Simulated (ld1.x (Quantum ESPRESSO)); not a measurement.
# Transferability test, TM potential for Li (Z = 3)

- Element: lithium
- Generator: ld1.x (Quantum ESPRESSO) 7.5
- Type: norm-conserving Troullier–Martins (Kleinman–Bylander form)
- Functional: PBE
- Relativity: non-relativistic
- Frozen core: none
- Valence charge: 3
- Reference configuration: 1s2 2s1 2p0
- Partial waves: 1s (bound): rc 0.70 bohr; 3d channel at 0.35 Ry: rc 4.55 bohr; 2p (bound, empty): rc 4.20 bohr
- Local potential: the p channel
- Core correction: none

Occupied shells without a wave of their own: 2s. They enter only through the test configuration that unscreens the potential.

Energies are relative to the spin-unpolarised reference configuration 1s2 2s1 2p0; without spin polarisation the order of configurations can differ from experiment.

```json
{"valence configuration": "1s2 2s0 2p0", "charge": "+1", "ΔE all-electron (eV)": "5.296", "error AE − PS (meV)": "-313"}
{"valence configuration": "1s1 2s1 2p0", "charge": "+1", "ΔE all-electron (eV)": "68.402", "error AE − PS (meV)": "-273"}
```

(1) What are ΔE and the potential's error for 1s2 2s0.5 2p0?

(2) What are ΔE and the potential's error for 1s2 2s0 2p1?

Levels in the configuration 1s2 2s0.5 2p0:

| level | all-electron (eV) | pseudo (eV) |
| --- | --- | --- |
| 1s | -55.754 | -55.922 |
| 2s | -5.343 | -5.656 |

Results:

(1) ΔE = 2.049 eV all-electron; the error (AE − PS) is -132 meV.

(2) ΔE = 1.787 eV all-electron; the error (AE − PS) is -223 meV.

The 2s level has no wave, so the channel is fitted at the deeper level alone: the likely source of the large errors.
